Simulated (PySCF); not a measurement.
Working out the excitation energy of Cl

Cl [Ne] 3s2 3p5 (2P) → Cl [Ne] 3s1 3p6 (2S). Computed with PySCF 2.14 in aug-cc-pV(T+d)Z (6s5p4d2f, 55 functions), with no relativity, point nucleus. Frozen: [Ne]. Energies in hartree (1 hartree = 27.21139 eV):

```
             part   Cl (lower)   Cl (upper)
              UHF  -459.486089  -458.919645
MP2 opposite-spin    -0.124648    -0.204047
    MP2 same-spin    -0.037247    -0.047602
```

Q: What does Hartree-Fock give?

A: (-458.919645) − (-459.486089) = 0.566444 hartree = 15.414 eV.

Q: What do MP2 and SCS-MP2 (6/5 opposite-spin, 1/3 same-spin) give?

A: The opposite-spin parts differ by -2.161 eV and the same-spin parts by -0.282 eV. MP2: 15.414 + (-2.161) + (-0.282) = 12.971 eV. SCS-MP2: 15.414 + 1.2 × (-2.161) + (-0.282)/3 = 12.727 eV.

Measured between the centres of the two terms (NIST): 10.586 eV, so MP2 (valence) is off by 2.385 eV.

The upper state lies above the first ionisation limit, where it may autoionise and the basis confines it.

What remains against the reference includes basis incompleteness, the frozen core and correlation beyond second order.
